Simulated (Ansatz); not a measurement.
Consider the ligand exchange at a Ge–S bond: `C[O][GeH]([F])[SH]` + H–F → `C[O][GeH]([F])[F]` + H₂S.

Isolated molecules relaxed with PBE0-D4/def2-TZVP in Ansatz; ΔE leaves out vibrations. CCSD(T)/CBS adds triple-zeta CCSD(T) − MP2 to the extrapolated MP2 energy (def2 sets, frozen cores). This one scheme is used for every species. DFT in def2-TZVPP. B3LYP here is the variant with VWN-RPA as its local correlation; programs differ in this. For Ge outer-core shells are correlated without core-valence functions, which leaves a few kJ/mol of doubt a bond. Scalar relativity is left out up to krypton. One conformer a species, not always the lowest.

`C[O][GeH]([F])[SH]`:

```xyz
10

C    -1.509    0.169   -0.511
O    -0.905   -0.559    0.541
Ge    0.835   -0.577    0.746
F     1.526   -1.366   -0.641
S     1.713    1.449    0.711
H    -1.135    1.197   -0.562
H    -1.340   -0.317   -1.477
H    -2.582    0.198   -0.316
H     1.116   -1.406    1.994
H     2.281    1.214   -0.485
```

H–F:

Cartesian coordinates in Å:
```
F 0.192 -0.340 -0.243
H -0.192 0.340 0.243
```

`C[O][GeH]([F])[F]`:

Z-matrix (Å, degrees):
```
C
O 1 1.421
H 1 1.094 2 111.4
H 1 1.091 2 107.2 3 -118.9
H 1 1.094 2 111.4 3 122.1
Ge 2 1.737 1 120.9 3 -61.0
F 6 1.722 2 109.2 1 -56.1
F 6 1.722 2 109.2 1 56.4
H 6 1.517 2 111.7 1 -179.8
```

H₂S:

Cartesian coordinates in Å:
```
S 0.359 -0.434 0.258
H 0.541 0.458 -0.727
H -0.900 -0.024 0.470
```

```json
{"level": "PBE-D4", "ΔE (kJ/mol)": "-13.1", "difference from CCSD(T)/CBS": "5.2"}
{"level": "r2SCAN-D4", "ΔE (kJ/mol)": "-24.0", "difference from CCSD(T)/CBS": "-5.7"}
{"level": "PBE0-D4", "ΔE (kJ/mol)": "-13.8", "difference from CCSD(T)/CBS": "4.5"}
{"level": "B3LYP-D4", "ΔE (kJ/mol)": "-23.4", "difference from CCSD(T)/CBS": "-5.1"}
{"level": "ωB97X-V", "ΔE (kJ/mol)": "-28.4", "difference from CCSD(T)/CBS": "-10.1"}
{"level": "ωB97M-V", "ΔE (kJ/mol)": "-24.7", "difference from CCSD(T)/CBS": "-6.4"}
{"level": "B2PLYP", "ΔE (kJ/mol)": "-29.3", "difference from CCSD(T)/CBS": "-11.0"}
{"level": "PBE", "ΔE (kJ/mol)": "-18.2", "difference from CCSD(T)/CBS": "0.1"}
{"level": "r2SCAN", "ΔE (kJ/mol)": "-25.4", "difference from CCSD(T)/CBS": "-7.1"}
{"level": "PBE0", "ΔE (kJ/mol)": "-18.4", "difference from CCSD(T)/CBS": "-0.1"}
{"level": "B3LYP", "ΔE (kJ/mol)": "-31.7", "difference from CCSD(T)/CBS": "-13.4"}
{"level": "HF/def2-TZVPP", "ΔE (kJ/mol)": "-46.5", "difference from CCSD(T)/CBS": "-28.2"}
{"level": "MP2/def2-TZVPP", "ΔE (kJ/mol)": "-19.4", "difference from CCSD(T)/CBS": "-1.1"}
{"level": "SCS-MP2/def2-TZVPP", "ΔE (kJ/mol)": "-28.2", "difference from CCSD(T)/CBS": "-9.9"}
{"level": "CCSD/def2-TZVPP", "ΔE (kJ/mol)": "-28.2", "difference from CCSD(T)/CBS": "-9.9"}
{"level": "CCSD(T)/def2-TZVPP", "ΔE (kJ/mol)": "-24.5", "difference from CCSD(T)/CBS": "-6.2"}
{"level": "HF/def2-QZVPP", "ΔE (kJ/mol)": "-49.4", "difference from CCSD(T)/CBS": "-31.1"}
{"level": "MP2/def2-QZVPP", "ΔE (kJ/mol)": "-16.8", "difference from CCSD(T)/CBS": "1.5"}
{"level": "SCS-MP2/def2-QZVPP", "ΔE (kJ/mol)": "-26.0", "difference from CCSD(T)/CBS": "-7.7"}
{"level": "HF/CBS(def2)", "ΔE (kJ/mol)": "-49.8", "difference from CCSD(T)/CBS": "-31.5"}
{"level": "MP2/CBS(def2)", "ΔE (kJ/mol)": "-13.2", "difference from CCSD(T)/CBS": "5.1"}
{"level": "CCSD/CBS(def2)", "ΔE (kJ/mol)": "-22.0", "difference from CCSD(T)/CBS": "-3.7"}
{"level": "CCSD(T)/CBS", "ΔE (kJ/mol)": "-18.3", "difference from CCSD(T)/CBS": "0"}
```

Largest T1 diagnostic among the species: 0.012.

In def2-TZVPP, CCSD(T) changes the Hartree–Fock value by +22.0 kJ/mol (the triples alone add +3.6 kJ/mol) and MP2 by +27.2 kJ/mol. The D4 term adds +8.3 kJ/mol with B3LYP and +4.6 kJ/mol with PBE0; it sums over pairs of atoms, weighted by their polarisabilities, and B3LYP, whose exchange is more repulsive, gets the larger term.
